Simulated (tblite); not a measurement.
Compound: C3H12AsBO.
Bonds: C1–O2, O2–C3, C3–C4, C4–B5, B5–As6. Hydrogens: H7, H8, H9 on C1; H10, H11 on C3; H12, H13 on C4; H14, H15 on B5; H16, H17, H18 on As6.

Computed with GFN2-xTB (tblite), gas phase: L-BFGS steps from a force-field or distance-geometry start until the largest atomic force falls under 0.01 eV/Å.

Step 111: E = -549.2731 eV
```
atom  x, y, z in Å  |  force x, y, z in eV/Å
C1     -2.0465    1.1722   -0.3094    0.009  -0.002  -0.038
O2     -0.9831    0.3652    0.1252    0.092   0.033  -0.009
C3     -0.8470   -0.8530   -0.5933   -0.016  -0.034   0.071
C4      0.2537   -1.6785    0.0677   -0.059  -0.137   0.083
B5      1.7369   -0.9943   -0.0360   -0.124  -0.018   0.022
As6     1.5325    1.0655   -0.3401    0.257   0.130   0.060
H7     -3.0066    0.7157   -0.0552   -0.105  -0.096  -0.035
H8     -1.9689    2.1273    0.2062    0.072   0.025   0.064
H9     -2.0114    1.3517   -1.3927    0.033  -0.046   0.000
H10    -0.5689   -0.6305   -1.6390   -0.044  -0.010  -0.073
H11    -1.8152   -1.3759   -0.5891    0.029  -0.033  -0.005
H12    -0.0580   -1.8623    1.1014    0.090   0.112  -0.091
H13     0.2802   -2.6625   -0.4120   -0.098   0.122  -0.001
H14     2.3586   -1.3072   -1.0038    0.044  -0.084  -0.047
H15     2.3739   -1.0334    0.9713    0.081  -0.009  -0.033
H16     2.7950    1.8135   -0.7136   -0.098  -0.159   0.000
H17     0.7386    1.7527   -1.3784   -0.014   0.079  -0.115
H18     1.2270    2.0402    0.7144   -0.149   0.127   0.146
```

Step 112: E = -549.2738 eV
```
atom  x, y, z in Å  |  force x, y, z in eV/Å
C1     -2.0429    1.1670   -0.3533   -0.031   0.064  -0.064
O2     -0.9955    0.3596    0.1205    0.010   0.068  -0.053
C3     -0.8398   -0.8637   -0.5861    0.003  -0.030   0.124
C4      0.2497   -1.6663    0.1182    0.055  -0.348   0.131
B5      1.7360   -1.0100   -0.1006    0.182  -0.114   0.071
As6     1.5210    1.0721   -0.2922    0.243   0.161  -0.013
H7     -3.0174    0.7431   -0.0850   -0.006  -0.089  -0.068
H8     -1.9530    2.1458    0.1186    0.081  -0.033   0.075
H9     -1.9961    1.3054   -1.4443    0.017  -0.084   0.067
H10    -0.5348   -0.6538   -1.6260   -0.032   0.012  -0.070
H11    -1.8038   -1.3868   -0.6060   -0.064  -0.086   0.037
H12    -0.0448   -1.7618    1.1799    0.190   0.137  -0.421
H13     0.2521   -2.6940   -0.2849   -0.107   0.367   0.098
H14     2.2717   -1.2888   -1.1522   -0.192   0.017   0.280
H15     2.4842   -1.1078    0.8450   -0.168   0.044  -0.292
H16     2.7758    1.8479   -0.6509   -0.131  -0.179   0.013
H17     0.7044    1.8054   -1.2943    0.082   0.015  -0.006
H18     1.2243    1.9931    0.8172   -0.132   0.078   0.090
```

Problem. Estimate the geometry and energy of step 113. (The exact step hangs on the optimiser's Hessian estimate; all steps are aligned on step 112, rigid shifts and turns removed.)

Solution. E = -549.2898 eV, largest force 0.163 eV/Å
```
atom  x, y, z in Å  |  force x, y, z in eV/Å
C1     -2.0393    1.1697   -0.3329   -0.033   0.050  -0.070
O2     -0.9886    0.3585    0.1257    0.002   0.069  -0.028
C3     -0.8459   -0.8627   -0.5845    0.000  -0.001   0.040
C4      0.2522   -1.6720    0.0949    0.008  -0.081   0.009
B5      1.7301   -1.0036   -0.0750    0.075   0.026   0.000
As6     1.5256    1.0760   -0.3070    0.148   0.066   0.014
H7     -3.0115    0.7370   -0.0654    0.020  -0.043  -0.073
H8     -1.9445    2.1433    0.1511    0.051  -0.066   0.043
H9     -1.9955    1.3168   -1.4239   -0.001  -0.065   0.096
H10    -0.5623   -0.6494   -1.6301   -0.004   0.018  -0.072
H11    -1.8077   -1.3907   -0.5940   -0.078  -0.056   0.064
H12    -0.0399   -1.8082    1.1400    0.060   0.094  -0.072
H13     0.2652   -2.6688   -0.3482   -0.096  -0.015  -0.018
H14     2.3099   -1.2959   -1.0830   -0.081  -0.021   0.031
H15     2.4274   -1.0755    0.8904    0.049   0.000  -0.017
H16     2.7836    1.8281   -0.6675   -0.058  -0.105   0.006
H17     0.7273    1.7803   -1.3401    0.047   0.044  -0.030
H18     1.2048    2.0233    0.7732   -0.109   0.089   0.078
```

The energy changes by -0.0160 eV. The first-order estimate −F·Δx gives -0.0324 eV and the mean of the old and new forces, exact on a quadratic surface, -0.0168 eV. The step makes an angle of 80° with the force vector and moves no atom by more than 0.080 Å.

The cost below is that of the whole relaxation. Hardware: an Intel Xeon at 2.50 GHz with one thread, no GPU, shared host. Cost: 3.5 s wall.
